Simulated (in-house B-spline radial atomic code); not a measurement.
Response of Lu⁺ as one setting changes: the radius of a hard wall (bohr). Method: PBE0. A dash marks a strongly mixed or unbound state. A box has no continuum, so excitations may lie above minus the highest level. Computed with a B-spline radial code for spherical atoms: linear response of the closed shell [Xe] 4f14 6s2 with the functional's adiabatic kernel; scalar-relativistic (spin-free one-electron X2C), finite nucleus, no spin-orbit coupling, no double excitations, S, P, D and F terms only; shells from n = 4 respond. Only terms of natural parity with L up to 3 were computed.

Spin-orbit coupling is strong here, so these LS terms don't match observed levels.

| radius of a hard wall (bohr) | lowest 1P (eV) | lowest 3P, Tamm-Dancoff (eV) | minus highest occupied level (eV) | α (bohr³) |
| --- | --- | --- | --- | --- |
| 6.5 | 6s → 6p 5.951 | 6s → 6p 4.095 | 11.105 | 46.91 |
| 8 | ? | ? | ? | ? |
| 10 | ? | ? | ? | ? |
| 15 | 6s → 6p 5.089 | 6s → 6p 3.529 | 11.662 | 63.58 |

Q: What belongs in the row for 8?

A: lowest 1P (eV): 6s → 6p 5.352; lowest 3P, Tamm-Dancoff (eV): 6s → 6p 3.668; minus highest occupied level (eV): 11.565; α (bohr³): 58.3.

Q: What belongs in the row for 10?

A: lowest 1P (eV): 6s → 6p 5.133; lowest 3P, Tamm-Dancoff (eV): 6s → 6p 3.546; minus highest occupied level (eV): 11.654; α (bohr³): 62.89.
